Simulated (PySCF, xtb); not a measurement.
TiI3H, SMILES [I][TiH]([I])[I], multiplicity 1.

GFN2-xTB in xtb at its own geometry gives an orbital gap of 1.63 eV and a dipole moment of 4.46 D.

Coordinates come from a B3LYP-D3(BJ)/def2-SVP optimisation. The multiplicity is an assumed one; no other spin state was optimised. The structure was generated by enumeration; whether it is a known compound was not checked. The def2 effective core potentials stand for the cores of I; spin–orbit coupling is left out.

**Question.** What does r2SCAN/def2-TZVP (PySCF) give? (Estimate from the structure and the level; the computed values follow.)

**Answer.** gap 2.78 eV (levels -7.12 and -4.34 eV), dipole 0.62 D.
